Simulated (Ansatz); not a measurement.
A nudged elastic band was laid between two geometries of CH₄BClN₂O (10 atoms, charge 0, multiplicity 1).

Method: RKS PBE/def2-SVP in Ansatz.

```yaml
movable_images: 7
climbing_image: yes
spring: 5.0 eV/Å²
optimiser: quadratic models (default)
start_path: through a guess of the saddle point
force_threshold: 0.5 eV/Å
iteration_limit: 60
end_points: relaxed
```

Initial state:

```xyz
10
Properties=species:S:1:pos:R:3
N 0.834 -1.547 -0.669
C 0.795 -0.234 -0.246
O 1.758 0.512 -0.269
N -0.479 0.151 0.263
B -0.824 1.459 0.682
Cl -2.461 1.722 1.312
H -0.009 -2.070 -0.903
H 1.696 -1.831 -1.135
H -1.183 -0.588 0.351
H -0.044 2.375 0.615
```

Final state:

```xyz
10
Properties=species:S:1:pos:R:3
N 0.882 -1.506 -0.692
C 0.781 -0.196 -0.254
O 1.685 0.614 -0.340
N -0.478 0.080 0.353
B -1.059 1.314 0.754
Cl -0.317 2.884 0.499
H 0.052 -2.045 -0.941
H 1.726 -1.710 -1.228
H -1.041 -0.749 0.562
H -2.148 1.263 1.288
```

Question: What changes between the two ends?

Answer: No bond is made or broken. The dihedral H9–N4–B5–H10 goes from 180 to 0°.

Question: What energy profile does the band end with?

Answer: It converged. The highest image is number 4 of 0 to 8, 0.83 eV above the first end and 0.70 eV above the last; the last end lies 0.13 eV above the first. The threshold of 0.5 eV/Å is loose, so the images may lie well off the minimum-energy path. The order of the point at the top wasn't checked.

| image | path coordinate (Å) | energy (eV) | dihedral H9–N4–B5–H10 (°) |
| --- | --- | --- | --- |
| 0 | 0.00 | 0.00 | 180 |
| 1 | 0.72 | 0.10 | -170 |
| 2 | 1.45 | 0.39 | -154 |
| 3 | 2.17 | 0.72 | -120 |
| 4 | 2.90 | 0.83 | -64 |
| 5 | 3.63 | 0.54 | -37 |
| 6 | 4.35 | 0.22 | -13 |
| 7 | 5.08 | 0.14 | -3 |
| 8 | 5.81 | 0.13 | 0 |

Question: What is the geometry of the highest image?

Answer: 
```xyz
10
Properties=species:S:1:pos:R:3
N 0.867 -1.573 -0.586
C 0.627 -0.330 -0.042
O 1.519 0.376 0.434
N -0.686 0.115 -0.025
B -0.846 1.456 0.558
Cl -1.066 1.656 2.287
H 0.182 -2.079 -1.146
H 1.847 -1.798 -0.756
H -1.406 -0.331 -0.594
H -0.957 2.457 -0.128
```

Time of the run: 3.3 min on 2 threads of Arm Neoverse N1, on a shared host, peak memory 0.15 GiB.
